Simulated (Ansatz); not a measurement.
`CB([SiH3])CF` → B• + 2 C• + F• + 8 H• + Si•  (atomization)

Program: Ansatz. Geometries: PBE0-D4/def2-TZVP. ΔE: electronic, gas phase. CCSD(T)/CBS is the MP2 limit (def2-TZVPP, def2-QZVPP) plus CCSD(T) − MP2 in def2-TZVPP, frozen cores. This one scheme is used for every species, atoms too. DFT in def2-TZVPP. No spin–orbit coupling; open shells (•) take unrestricted orbitals. Spin–orbit coupling would lower the free atoms: a little for B, C, F, Si. Each species was taken in one conformer, which may not be the lowest.

```
       species  r2SCAN energy (Eh)
`CB([SiH3])CF`          -495.14116
            B•           -24.63675
            C•           -37.83292
            F•           -99.72763
            H•            -0.49993
           Si•          -289.34127
```

Task: Work out ΔE.

Result: ΔE = 8 × (-0.49993) + 2 × (-37.83292) + (-24.63675) + (-99.72763) + (-289.34127) − (-495.14116) = 1.77023 Eh = +48.17 eV. CCSD(T)/CBS gives +47.89 eV.

Largest T1 diagnostic among the species: 0.014.

In def2-TZVPP, CCSD(T) changes the Hartree–Fock value by +10.28 eV (the triples alone add +0.52 eV) and MP2 by +10.66 eV; breaking electron pairs costs correlation energy, which Hartree–Fock lacks. The D4 term adds +0.39 eV with B3LYP and +0.21 eV with PBE0; it sums over pairs of atoms, weighted by their polarisabilities, and B3LYP, whose exchange is more repulsive, gets the larger term.

B3LYP here is the variant with VWN-RPA as its local correlation; programs differ in this.

For atomizations the MP2-based limit and the directly extrapolated one differ by several kJ/mol either way, and by 10 to 25 for some Ge, Se and Sn compounds, so smaller differences from it don't rank the levels.
